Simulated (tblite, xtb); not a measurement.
NSi, doublet, at a GFN2-xTB geometry. Base run: GFN1-xTB run with xtb 6.7.1.

Geometry (Å):
```xyz
2

Si     0.0000     0.0000    -0.5221
N      0.0000     0.0000     1.0442
```
Charge 0, spin multiplicity 2.
All else is at xtb's defaults.
Base energy -4.91844 Eh.

Programs used: tblite, xtb; a row that names a program was run with it.

Each row names what was changed in the base input (with any setting that the change needs).

| change | ΔE vs base (mEh) | dipole (D) | SCF cycles |
|---|---|---|---|
| base | 0.000 | 6.36 | 10 |
| program = tblite; method = gfn1; option = (--alpb, water) | -4.676 | - | - |
| file = coord | 0.000 | 6.36 | 10 |
| acc = 30 | 0.000 | 6.36 | 8 |
| etemp = 1000 | -0.060 | 6.35 | 10 |
| program = tblite; method = gfn1; option = --spin-polarized | -6.748 | - | - |
| program = tblite; method = gfn1 | 0.000 | - | - |
| etemp = 10000 | -58.085 | 4.79 | 10 |
| acc = 1000 | 0.001 | 6.37 | 6 |
| alpb = water | -5.055 | 6.68 | 10 |

ALPB and GBSA are two models with their own fitted parameters for each solvent, which aren't always the measured dielectric constant.
